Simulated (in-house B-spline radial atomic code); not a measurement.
A run on the zirconium ion Zr⁺ (an excited or competing configuration) that did not converge. Method: scalar-relativistic (X2C) wB97X, spin-polarised, spherical fractional occupations, exact exchange averaged over the configuration, Fermi nucleus of rms radius 4.2694 fm; computed with an all-electron radial atomic-structure program (B-spline basis).

Command:
```bash
python run_scf.py task.json out
```
Settings (nuclear radius in fm, mass in u):
```
Z                40
configuration    [Kr] 4d1 5s1 5f1
hamiltonian      x2c
method           wb97x
spin_polarised   True
nucleus          fermi
rms_radius       4.2694
atomic_mass      89.9047
speed_of_light   137.035999084
exact_exchange   averaged over the configuration
```

First and last ten iterations of the last attempt (damped for 15 steps, keeping 80 % of the old Fock matrix, then DIIS):
```
 iter        energy (Eh)    residual
    1       -3595.482819    4.28e-01
    2       -3597.047128    1.54e-01
    3       -3597.363019    9.88e-02
    4       -3597.511596    6.31e-02
    5       -3597.581187    4.27e-02
    6       -3597.613848    3.08e-02
    7       -3597.629165    2.23e-02
    8       -3597.636408    1.63e-02
    9       -3597.639901    1.19e-02
   10       -3597.641622    8.82e-03
  111       -3597.643588    2.81e-06
  112       -3597.643588    1.99e-06
  113       -3597.643588    1.83e-06
  114       -3597.643588    2.63e-06
  115       -3597.643588    7.41e-06
  116       -3597.643588    8.04e-06
  117       -3597.643588    2.23e-05
  118       -3597.643588    3.41e-05
  119       -3597.643588    5.37e-06
  120       -3597.643588    1.03e-05
 not converged after 120 iterations
```

The smallest residual met was 1.8e-06; the threshold is about 4e-07. Over the last five steps the energy moves by less than 1e-08 hartree, but the orbitals didn't meet the threshold. Time taken, with all properties: 53 s on 1 thread of Arm Neoverse N1, with other jobs on the host.
